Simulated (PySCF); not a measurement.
A structure optimised at PBE-D3(BJ)/def2-SVP, used in a PySCF frequency run:

```
C
C 1 1.3515
H 2 1.1003 1 121.44
H 2 1.1025 3 117.29 1 180.00
H 1 1.1038 2 119.67 3 0.00
C 1 1.4672 5 116.48 2 180.00
C 6 1.3319 1 125.43 5 0.00
H 7 1.0986 6 138.06 1 0.00
H 6 1.1095 7 118.85 8 180.00
```
Charge 0, spin multiplicity 2.

Task: Write its SMILES, formula and point group.

Result: [CH]=CC=C, C₄H₅, Cs

Task: What are its rotational constants (standard atomic weights)?

Result: 43.651, 4.6162, 4.1747 GHz
